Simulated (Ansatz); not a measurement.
The same ligand exchange along the group Si, Ge, Sn.

Computed with Ansatz on PBE0-D4/def2-TZVP structures; ΔE is electronic, products minus reactants. CCSD(T)/CBS adds triple-zeta CCSD(T) − MP2 to the extrapolated MP2 energy (def2 sets, frozen cores). Small cases extrapolate CCSD(T) itself. Elements past krypton have def2 core potentials. For Ge, Sn outer-core shells are correlated without core-valence functions, which leaves a few kJ/mol of doubt a bond. Scalar relativity is left out up to krypton. Each species was taken in one conformer, which may not be the lowest.

Question: Order these by ΔE at CCSD(T)/CBS, lowest first. (Estimate.)
A. `[F][Sn][Cl]` + H₂S → `[SH][Sn][Cl]` + H–F
B. `[F][Ge][Cl]` + H₂S → `[SH][Ge][Cl]` + H–F
C. `F[Si]Cl` + H₂S → `S[Si]Cl` + H–F

Answer: A (+0.3 kcal/mol), B (+3.4 kcal/mol), C (+15.5 kcal/mol).

Largest T1 diagnostic: 0.016, for `[F][Sn][Cl]`.

Extrapolated directly: `F[Si]Cl` + H₂S → `S[Si]Cl` + H–F.
